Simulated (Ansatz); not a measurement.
CH3BiClFO, SMILES `C[O][Bi]([F])[Cl]`, 8 atoms. Total charge 0; spin multiplicity 1. Correlated methods include outer-core shells of Bi, which these sets cover unevenly. Bi takes the def2 core potential. All runs use 4 threads of an AMD EPYC 7B13 on a shared host. Correlated methods freeze the cores.

Give the basis size and wall time and peak host memory of each of these runs in Ansatz. RHF-CCSD(T)/def2-SVP energy; RHF-CCSD(T)/def2-TZVPP energy; RKS PBE-D4/def2-TZVPP energy and forces; RKS SPW92 (LDA)/def2-TZVPP energy; RHF-MP2/def2-QZVPP energy; RKS PBE0-D4/def2-QZVPP energy; RKS PBE0-D4/def2-TZVP relaxation (9 steps); RKS PBE0-D4/def2-SVP energy; direct RPA on PBE orbitals/def2-TZVPP energy; RKS ωB97X-V/def2-TZVPP energy; RKS ωB97M-V/def2-QZVPP energy; RKS PBE0-D4/def2-TZVP frequencies. (Best estimate.)

The calculation gave: Other jobs shared the machine, so times are rough.

| level | job | functions | wall time | peak host memory (GiB) |
| --- | --- | --- | --- | --- |
| RKS SPW92 (LDA)/def2-TZVPP | energy | 227 | 1.1 s | 0.3 |
| RKS PBE0-D4/def2-SVP | energy | 101 | 1.1 s | 0.46 |
| RKS PBE-D4/def2-TZVPP | energy and forces | 227 | 1.9 s | 0.3 |
| RKS ωB97X-V/def2-TZVPP | energy | 227 | 5.5 s | 0.74 |
| direct RPA on PBE orbitals/def2-TZVPP | energy | 227 | 5.5 s | 0.58 |
| RKS PBE0-D4/def2-QZVPP | energy | 413 | 6 s | 1.5 |
| RHF-CCSD(T)/def2-SVP | energy | 101 | 6 s | 0.51 |
| RHF-MP2/def2-QZVPP | energy | 413 | 13 s | 2.1 |
| RKS ωB97M-V/def2-QZVPP | energy | 413 | 13 s | 1.8 |
| RKS PBE0-D4/def2-TZVP | relaxation (9 steps) | 198 | 29 s | 0.58 |
| RKS PBE0-D4/def2-TZVP | frequencies | 198 | 100 s | 0.61 |
| RHF-CCSD(T)/def2-TZVPP | energy | 227 | 2.5 min | 4.4 |
